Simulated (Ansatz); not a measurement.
CH5BSb+: where a starting geometry ends

The starting geometry of this gas-phase singlet was optimised with GFN2-xTB.

| atom | x (Å) | y (Å) | z (Å) |
| --- | --- | --- | --- |
| C | -0.5967 | 0.1739 | 0.2135 |
| B | 0.7395 | 0.3903 | 1.0293 |
| Sb | -0.2989 | -0.6352 | -1.7785 |
| H | 0.6691 | 0.3406 | 2.1891 |
| H | -1.3520 | -0.4150 | 0.7336 |
| H | 1.7427 | 0.6371 | 0.4900 |
| H | 0.5107 | 0.7821 | -2.3018 |
| H | -0.9881 | 1.1893 | 0.0803 |

Predict what it relaxes into with BLYP-D3(BJ)/def2-SVP.

New bonds form, giving a structure with H6 bridging B2 and Sb3, given below by its coordinates. Distances that change by over a tenth: B2–H6 (1.17 → 1.37 Å). Contacts that close: B2–Sb3 (3.16 → 2.50 Å), Sb3–H6 (3.31 → 2.00 Å).

The energy falls by 0.54 eV over 24 steps:

| step | E − E(last) (eV) |
| --- | --- |
| 1 | 0.542 |
| 4 | 0.406 |
| 6 | 0.359 |
| 9 | 0.108 |
| 11 | 0.045 |
| 14 | 0.022 |
| 16 | 0.007 |
| 19 | 0.000 |
| 21 | 0.000 |
| 24 | 0.000 |

Final geometry (Å):

```tsv
atom	x (Å)	y (Å)	z (Å)
C	-0.8951	0.2600	0.3510
B	0.5196	0.3850	0.8620
Sb	0.2633	-0.4634	-1.4754
H	1.1813	1.0199	1.6416
H	-1.4714	-0.6478	0.6241
H	1.4230	-0.3511	0.1452
H	0.9465	1.1045	-1.8173
H	-1.5407	1.1561	0.3242
```

Frequencies at the end are all real (lowest 196 cm⁻¹). Atoms past krypton carry core potentials, without spin–orbit terms. Run with Ansatz 0.2.0, 99 s on 1 thread of Intel(R) Xeon(R) Processor @ 2.50GHz (Skylake/Cascade Lake), on a shared host.
